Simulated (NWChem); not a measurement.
Molecule: SiI₂ClF; SMILES F[Si](Cl)(I)I

def2 effective core potentials on I; no spin-orbit coupling.

Question: Give the equilibrium geometry at PBE-D3(BJ)/def2-SVP with def2 effective core potentials on I (NWChem) as a Z-matrix, with the point group.

Answer: point group Cs; any orientation.
```
Si
F 1 1.6267
Cl 1 2.0569 2 107.31
I 1 2.4382 2 108.04 3 119.28
I 1 2.4382 2 108.04 3 -119.28
```
